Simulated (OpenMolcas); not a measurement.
**Co⁺: the spin-orbit constant, worked from levels**

```
Program             : OpenMolcas 26.06
Basis               : ANO-RCC-VDZ [5s4p2d]
Scalar Hamiltonian  : DKH4, point nucleus
Active space        : 8 electrons in 6 orbitals (3d 4s)
State averaging     : 2S+1 = 5 even, 10 roots; 2S+1 = 3 even, 45 roots; 2S+1 = 1 even, 33 roots
Spin-orbit coupling : state interaction with AMFI integrals over the reference wave functions, term energies averaged over their components
```

Methods: CASSCF; MS-CASPT2, IPEA 0.25 Eh, imaginary shift 0.1 Eh (closed shells correlated: 3s 3p). Measured levels: NIST Handbook of Basic Atomic Spectroscopic Data.

**The spin-orbit constant.** For the Hund term 3F of d8, E(J) = (A/2) J(J+1) + constant and ζ = -2S·A = -2A. From J = 2 to J = 4 the energy changes by 7 A.

```tsv
Source	E(4) - E(2)	A	ζ
CASSCF	-1799.3	-257.0	514
MS-CASPT2	-1769.2	-252.7	505
measured	-1597.2	-228.2	456
```

All in cm-1. MS-CASPT2 is off by +10.8 % and CASSCF by +12.7 %. Both methods take the spin-orbit matrix elements from the reference wave functions, so the second can move ζ only through the term energies and any multistate remixing. Second-order mixing with other terms is absorbed into this ζ.

CASPT2 breaks the degeneracy within a term, and the mean is taken; among the terms shown or strongly mixed into the levels shown the widest spread is 1800 cm-1 (3d8 3F, MS-CASPT2). Without dynamic correlation excited terms often stand tens of per cent too high (terms of higher spin than the ground term too low), and those without a measured partner can miss by more than the paired ones (holds for CASSCF). The lowest computed level is not the ground level that NIST lists (3F4) (holds for CASSCF). Computed and measured levels are paired by configuration, term and J; levels that our copy of the source lacks, or whose pairing is in doubt (as where it misses far off the trend of its configuration), stay unpaired and out of the deviations. Levels of configurations outside the active space are missing.
